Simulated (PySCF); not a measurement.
Ta(NMe)(F)2(OH) (CH4F2NOTa), SMILES C[N]=[Ta]([OH])([F])[F], multiplicity 1. The structure is a stationary point at PBE-D3(BJ)/def2-SVP. The multiplicity is an assumed one; other spin states were not compared. The def2 effective core potentials stand for the cores of Ta; spin–orbit coupling is left out. Other conformers were not sampled.

Computed equilibrium geometry at PBE-D3(BJ)/def2-SVP (PySCF confirms it by a frequency run) as bond lengths and angles, and its point group (one conformer of several):
point group Cs.
Atoms: Ta1 N2 C3 H4 H5 H6 F7 F8 O9 H10. Bond lengths (Å): Ta1–N2 1.778, Ta1–F7 1.907, Ta1–F8 1.907, Ta1–O9 1.916, N2–C3 1.423, C3–H4 1.113, C3–H5 1.114, C3–H6 1.113, O9–H10 0.972. Angles (°): N2–Ta1–F7 107.1, N2–Ta1–F8 107.1, N2–Ta1–O9 107.0, F7–Ta1–F8 113.6, F7–Ta1–O9 110.8, F8–Ta1–O9 110.8, Ta1–N2–C3 177.8, N2–C3–H4 111.6, N2–C3–H5 111.5, N2–C3–H6 111.6, H4–C3–H5 107.2, H4–C3–H6 107.5, H5–C3–H6 107.2, Ta1–O9–H10 130.8.
